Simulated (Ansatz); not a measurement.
System: HSiOCl, charge 0, singlet. HSiOCl (SMILES O[Si]Cl).
B3LYP-D3(BJ)/def2-TZVP minimum from Ansatz (an electronic-structure program):
```xyz
4

Si     0.0035    -0.4947     0.7444
Cl     0.4099     1.2076    -0.4149
O     -0.7464    -1.4147    -0.4061
H     -1.0457    -2.2854    -0.1194
```
Charge 0, spin multiplicity 1.

Total energies in cc-pV(D+d)Z, 18 correlated electrons, 11 frozen orbitals. Open shells are spin-unrestricted; no spin-orbit coupling. Cores are frozen in correlated methods. No relativity.

| method | program | energy (Eh) | minus CCSDT(Q) (mEh) |
|---|---|---|---|
| HF | Ansatz | -823.95325 | 446.58 |
| MP2 | Ansatz | -824.35835 | 41.48 |
| CCSD | Ansatz | -824.38631 | 13.52 |
| CCSD(T) | Ansatz | -824.39771 | 2.12 |
| CCSDT(Q) | Ansatz | -824.39983 | 0.00 |

Rough core times of Ansatz's runs on a shared machine: CCSD(T) under 20 s, CCSDT(Q) 2 min.
